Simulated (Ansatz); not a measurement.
Si4N4O2, 10 atoms. Hardware: 4 threads of Arm Neoverse V1 on a shared host.

Correlated methods freeze 26 core orbitals.

(1) How many basis functions does each of these Ansatz runs have, and roughly what does it cost? PBE0-D4/def2-TZVPD, charge 0 singlet, energy, from earlier orbitals; HF/6-31G, charge 0 singlet, energy; PBE0-D4/def2-SVP, charge 0 singlet, energy, from earlier orbitals; r2SCAN-D4/def2-TZVP, charge 0 triplet at the geometry of the charge 0 singlet, energy, from earlier orbitals; PBE0-D4/def2-SVP, charge 0 singlet, relaxation, 18 steps; CCSD(T)/def2-SVP, charge 1 doublet at the geometry of the charge 0 singlet, energy, from earlier orbitals; B3LYP-D4/6-31G, charge 0 singlet, energy; PBE-D4/def2-SVP, charge -1 doublet at the geometry of the charge 0 singlet, energy, from earlier orbitals; B3LYP-D4/def2-TZVPD, charge 0 singlet, energy, from earlier orbitals; PBE-D4/def2-TZVP, charge 1 doublet at the geometry of the charge 0 singlet, energy, from earlier orbitals; PBE-D4/def2-TZVP, charge 0 singlet, energy and forces, from earlier orbitals; PBE-D4/def2-TZVPD, charge 0 singlet, energy, from earlier orbitals.

Answers

(1) Other jobs shared the machine, so times can vary by a factor of up to 3. A dash marks memory too small to be measured apart from the calling script's.

| run | functions | fitting or Cholesky vectors | wall time | peak host memory (GiB) |
| --- | --- | --- | --- | --- |
| HF/6-31G, charge 0 singlet, energy | 106 | 1240 | 0.9 s | – |
| B3LYP-D4/6-31G, charge 0 singlet, energy | 106 | 1240 | 2.4 s | – |
| PBE0-D4/def2-SVP, charge 0 singlet, energy, from earlier orbitals | 156 | 1478 | 3.4 s | – |
| PBE-D4/def2-SVP, charge -1 doublet at the geometry of the charge 0 singlet, energy, from earlier orbitals | 156 | 1758 | 4.5 s | – |
| PBE-D4/def2-TZVP, charge 0 singlet, energy and forces, from earlier orbitals | 334 | 1930 | 7 s | 0.65 |
| PBE-D4/def2-TZVPD, charge 0 singlet, energy, from earlier orbitals | 400 | 2184 | 8.5 s | 1 |
| PBE-D4/def2-TZVP, charge 1 doublet at the geometry of the charge 0 singlet, energy, from earlier orbitals | 334 | 1930 | 14 s | 0.79 |
| PBE0-D4/def2-TZVPD, charge 0 singlet, energy, from earlier orbitals | 400 | 2268 | 18 s | 1.9 |
| B3LYP-D4/def2-TZVPD, charge 0 singlet, energy, from earlier orbitals | 400 | 2240 | 20 s | 1.9 |
| r2SCAN-D4/def2-TZVP, charge 0 triplet at the geometry of the charge 0 singlet, energy, from earlier orbitals | 334 | 1930 | 37 s | 0.88 |
| PBE0-D4/def2-SVP, charge 0 singlet, relaxation, 18 steps | 156 | 1602 | 57 s | – |
| CCSD(T)/def2-SVP, charge 1 doublet at the geometry of the charge 0 singlet, energy, from earlier orbitals | 156 | 1476 | 4.3 min | 3.3 |
